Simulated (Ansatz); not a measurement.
CH6O3Sn, SMILES `[CH3][Sn]([OH])([OH])[OH]`. The species carries charge 0 and has multiplicity 1. Sn: def2 effective core potential.

```xyz
11

C    -0.121   -1.708    0.666
Sn    0.018    0.253   -0.098
O    -0.965    0.474   -1.779
O     1.866    0.786   -0.472
O    -0.700    1.595    1.136
H     0.696   -2.304    0.264
H    -0.051   -1.669    1.753
H    -1.076   -2.139    0.371
H    -0.425    0.888   -2.457
H     2.077    1.640   -0.084
H    -1.321    2.185    0.700
```

Q: List the harmonic frequencies (cm⁻¹, unscaled) at PBE0-D4/def2-TZVP in Ansatz. (Estimate.)

A: The calculation gave: 50, 101, 102, 155, 155, 186, 219, 219, 295, 552, 628, 628, 632, 775, 775, 834, 845, 845, 1229, 1450, 1450, 3080, 3185, 3185, 3884, 3884, 3885.

Q: Is this a minimum?

A: Yes, all 27 modes are real.

Q: Give the ideal-gas thermochemistry at 298.15 K and 1 bar (rigid rotor, harmonic oscillator; point group C3, symmetry number 3).

A: Zero-point energy 198.7 kJ/mol; H(298) − E = 226.2 kJ/mol; entropy 392.8 J/(mol·K), of which translation 173.9, rotation 104.5, vibration 114.4; G(298) − E = 109.0 kJ/mol. Modes under 100 cm⁻¹ are hindered rotations or soft bends, so the harmonic entropy is rough.

Q: Rotational constants (cm⁻¹)?

A: 0.0975, 0.0882, 0.08819.
